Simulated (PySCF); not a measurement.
Species: C₂H₉BN₂.
SMILES: `CN(C)BN`

Torsions of this conformer, `[CH3:1][N:2]([CH3:3])[BH:4][NH2:5]`: C1–N2–B4–N5 -179°, H–N5–B4–N2 -179°, H–N5–B4–N2 0°.

The closed-shell ground state was solved at several levels (PySCF, density fitting, gas phase, non-relativistic). Geometry: PBE0-D3(BJ)/def2-SVP; no solvent, vibrations or thermal averaging.

```tsv
level	basis functions	total energy (Eh)	HOMO (eV)	LUMO (eV)	gap (eV)	dipole (D)
B3LYP/pcSseg-1	130	-216.0426	-5.94	1.08	7.02	1.29
PBE0/6-31G	63	-215.7279	-5.86	2.52	8.38	1.36
KT3/pcSseg-1	130	-219.4020	-4.99	0.39	5.38	1.28
B3LYP/def2-TZVP	209	-216.1492	-6.02	0.68	6.70	1.21
LDA/pcJ-1	225	-214.1218	-4.99	0.39	5.38	1.39
KT2/pcSseg-1	130	-219.6568	-4.96	0.47	5.43	1.29
B97-2/pcSseg-1	130	-215.9503	-5.93	1.45	7.38	1.28
```

What might PBE0/pcSseg-1 (130 basis functions) give for the same quantities?

Total energy -215.7637 Eh, HOMO -6.17 eV, LUMO 1.44 eV, gap 7.61 eV, dipole 1.30 D.

In the pcSseg-1 basis, how does the gap go with the fixed share of exact exchange?

KT3 (0 %) 5.38 eV; KT2 (0 %) 5.43 eV; B3LYP (20 %) 7.02 eV; B97-2 (21 %) 7.38 eV; PBE0 (25 %) 7.61 eV. Each rise in the share widens the gap here.

How far do the dipole and the HOMO energy spread over the levels?

The dipole runs from 1.21 to 1.39 D (mean 1.30 D) and the HOMO from -6.17 to -4.96 eV.
